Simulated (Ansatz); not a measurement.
A nudged elastic band was laid between two geometries of a periodic cell of 13 atoms, Tc₁₂N (host Tc, host structure hcp, interstitial N).

Computed with DFT PBE, scalar-relativistic, plane waves, PAW (Ansatz). Settings: cutoff 600 eV, k mesh 4x3x4, gaussian smearing 0.1 eV, no spin polarisation.

| Quantity | Value |
| --- | --- |
| movable images | 7 |
| climbing image | yes |
| spring | 5.0 eV/Å² |
| optimiser | quadratic models (default) |
| start path | straight line |
| force threshold | 0.03 eV/Å |
| iteration limit | 17 |
| end points | relaxed |

Initial state:

```xyz
13
Lattice="5.4800 0.0000 0.0000 -4.1100 7.1187 0.0000 0.0000 0.0000 4.3950" Properties=species:S:1:pos:R:3
Tc 0.007 0.093 -0.028
Tc -0.008 1.606 2.191
Tc -1.373 2.356 -0.011
Tc -1.363 3.922 2.176
Tc -2.665 4.703 -0.046
Tc -2.653 6.386 2.233
Tc 2.739 0.029 0.018
Tc 2.747 1.595 2.206
Tc 1.382 2.346 0.004
Tc 1.367 3.859 2.223
Tc -0.082 4.687 -0.038
Tc -0.070 6.366 2.241
N 1.375 5.535 1.097
```

Final state:

Only the atoms that move by more than 0.05 Å are listed.
```
Tc1 0.002 0.092 0.027
Tc5 -2.670 4.703 0.044
Tc6 -2.659 6.383 2.161
Tc10 1.362 3.858 2.171
Tc11 -0.087 4.685 0.037
Tc12 -0.076 6.366 2.154
N13 1.367 5.534 -1.099
```

Task: Which bonds break or form, and what moves?

Result: The atom that moves furthest is N13, by 2.20 Å.

Task: Give the energies along the band, and the barrier.

Result: The forces met the threshold. The highest image is number 4 of 0 to 8, 2.45 eV above the ends, which have the same energy within 2 meV. The order of the stationary point at the top wasn't checked. Limits of this set-up: coarse k mesh, odd electron count without spin.

```
image  path coordinate (Å)  energy (eV)
    0                 0.00         0.00
    1                 0.29         0.31
    2                 0.58         1.16
    3                 0.87         2.06
    4                 1.16         2.45
    5                 1.46         2.06
    6                 1.75         1.16
    7                 2.04         0.31
    8                 2.33         0.00
```

Task: What is the geometry of the highest image?

Result: 
```xyz
13
Lattice="5.4800 0.0000 0.0000 -4.1100 7.1187 0.0000 0.0000 0.0000 4.3950" Properties=species:S:1:pos:R:3
Tc 0.018 0.325 -0.001
Tc -0.003 1.620 2.197
Tc -1.444 2.305 -0.001
Tc -1.384 3.897 2.197
Tc -2.578 4.613 -0.001
Tc -2.729 6.327 2.197
Tc 2.736 -0.011 -0.001
Tc 2.735 1.553 2.197
Tc 1.413 2.393 -0.001
Tc 1.378 3.925 2.197
Tc -0.138 4.581 -0.001
Tc 0.000 6.311 2.197
N 1.364 5.637 -0.001
```

Run time: 21 min on 4 threads of Arm Neoverse V1, on a shared host, peak memory 4.2 GiB.
